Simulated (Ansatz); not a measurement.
Program: Ansatz. Geometries: PBE0-D4/def2-TZVP. ΔE: electronic, gas phase. CCSD(T)/CBS adds triple-zeta CCSD(T) − MP2 to the extrapolated MP2 energy (def2 sets, frozen cores). Functionals use def2-TZVPP. Each species was taken in one conformer, which may not be the lowest.

`FC[SiH]([SiH3])S` + `O[SiH2][SiH3]` → `FCO[SiH2][SiH3]` + `[SiH3][SiH2]S`  (substitution at a C–Si bond)

```json
{"species": "`FC[SiH]([SiH3])S`", "r2SCAN-D4 energy (Eh)": "-1119.29842"}
{"species": "`O[SiH2][SiH3]`", "r2SCAN-D4 energy (Eh)": "-657.80754"}
{"species": "`FCO[SiH2][SiH3]`", "r2SCAN-D4 energy (Eh)": "-796.34584"}
{"species": "`[SiH3][SiH2]S`", "r2SCAN-D4 energy (Eh)": "-980.75045"}
```

**Question.** Work out ΔE.

**Answer.** ΔE = (-796.34584) + (-980.75045) − (-1119.29842) − (-657.80754) = 0.00967 Eh = +25.4 kJ/mol. CCSD(T)/CBS gives +29.3 kJ/mol.

Largest T1 diagnostic among the species: 0.013.

In def2-TZVPP, CCSD(T) changes the Hartree–Fock value by +11.9 kJ/mol (the triples alone add +0.7 kJ/mol) and MP2 by +16.7 kJ/mol.
